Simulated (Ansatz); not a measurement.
`NB(F)Cl` + `N=C=O` → `O=C=NB(F)Cl` + NH₃ at 298.15 K and 1 bar (ligand exchange at a B–N bond).

Calculated with Ansatz (gas phase, PBE0-D4/def2-TZVP geometries, no zero-point term in ΔE). CCSD(T)/CBS is the MP2 limit (def2-TZVPP, def2-QZVPP) plus CCSD(T) − MP2 in def2-TZVPP, frozen cores. This one scheme is used for every species. Each species was taken in one conformer, which may not be the lowest.

| species | CCSD(T)/CBS energy (Eh) | H − E (kJ/mol) | S (J/(mol·K)) |
| --- | --- | --- | --- |
| `NB(F)Cl` | -640.42619 | 107.1 | 288.8 |
| `N=C=O` | -168.51995 | 67.5 | 238.3 |
| `O=C=NB(F)Cl` | -752.42964 | 76.1 | 332.3 |
| NH₃ | -56.50880 | 100.5 | 192.4 |

H − E and S are ideal-gas, rigid-rotor, harmonic terms from PBE0-D4/def2-TZVP, for one conformer and one mirror image of each species. 1 Eh = 2625.50 kJ/mol, R = 8.31446 J/(mol·K).

**Question.** By hand: ΔE, ΔH, ΔS and ΔG.

**Answer.** ΔE = (-752.42964) + (-56.50880) − (-640.42619) − (-168.51995) = 0.00770 Eh = 20.2 kJ/mol. Δ(H − E) = 76.1 + 100.5 − 107.1 − 67.5 = 2.0, so ΔH = 22.2 kJ/mol. ΔS = 332.3 + 192.4 − 288.8 − 238.3 = -2.4 J/(mol·K). ΔG = 22.2 − 298.15 × (-2.4)/1000 = 22.9 kJ/mol.

**Question.** By hand: the equilibrium constant, and the temperature at which ΔG would vanish if ΔH and ΔS stayed fixed.

**Answer.** log₁₀ K = −ΔG/(RT ln 10) = -4.0. ΔH and −TΔS have one sign here, so there is no such temperature. One of them is within its doubt of zero, so this could turn.

The number of gas molecules stays the same, so ΔS is small and ΔH decides. A doubt of 5 kJ/mol in ΔE shifts log₁₀ K by 0.9 here. Other conformers and mirror images would add mixing entropy, several J/(mol·K) or more a flexible species. These are equilibria of isolated gas molecules and say nothing of rates. Largest T1 diagnostic: 0.018 (customary marks: 0.02 for closed shells, 0.045 for open ones).
